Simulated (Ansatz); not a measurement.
System: sum formula Si2N2H8, charge 0, multiplicity 1. SMILES: [SiH2]([SiH2]N)N
Coordinates optimised at B3LYP-D3(BJ)/def2-TZVP (Ansatz, a quantum-chemistry and plane-wave program):
```
Si
N 1 1.7332
H 2 1.0087 1 120.69
H 2 1.0090 3 110.94 1 144.78
H 1 1.4848 2 107.68 3 -55.61
H 1 1.4924 5 105.84 2 -124.19
Si 1 2.3536 5 112.54 6 -120.97
N 7 1.7332 1 104.67 5 -108.68
H 8 1.0087 7 120.69 1 -175.57
H 8 1.0090 9 110.94 7 144.78
H 7 1.4848 8 107.68 9 -55.61
H 7 1.4924 11 105.84 8 -124.19
```
Charge 0, spin multiplicity 1.

Quantity: atomisation energy (electronic, to ground-state atoms), in kcal/mol. Cores are frozen in the correlated levels unless marked. UHF or UKS for open shells. No spin-orbit coupling. No relativistic terms. The coupled-cluster limit lacks core correlation, which all-electron functionals hold. CBS(X,Y): correlation extrapolated as X^-3; Hartree-Fock from the larger set.

| level | program | atomisation energy (kcal/mol) | minus last row |
|---|---|---|---|
| HF/cc-pV(D+d)Z | Ansatz | 628.8 | -293.1 |
| PBE0/STO-3G | Ansatz | 1079.9 | 158.0 |
| BHLYP-D4/def2-TZVPD | Ansatz + dftd4 | 902.0 | -19.9 |
| CAM-B3LYP-D3(BJ)/def2-TZVPD | Ansatz + dftd3 | 926.2 | 4.3 |
| B2GP-PLYP-D3(BJ)/def2-TZVPD | Ansatz + dftd3 | 905.9 | -16.0 |
| SCS-MP2/aug-cc-pV(D+d)Z | Ansatz | 853.7 | -68.2 |
| CCSD/STO-3G | Ansatz | 910.3 | -11.6 |
| CCSD/aug-cc-pV(Q+d)Z | Ansatz | 900.8 | -21.1 |
| CCSD(T)/aug-cc-pV(Q+d)Z | Ansatz | 912.9 | -9.0 |
| CCSD(T)/CBS(aug-cc-pV(T+d)Z,aug-cc-pV(Q+d)Z) | Ansatz | 921.9 | 0.0 |
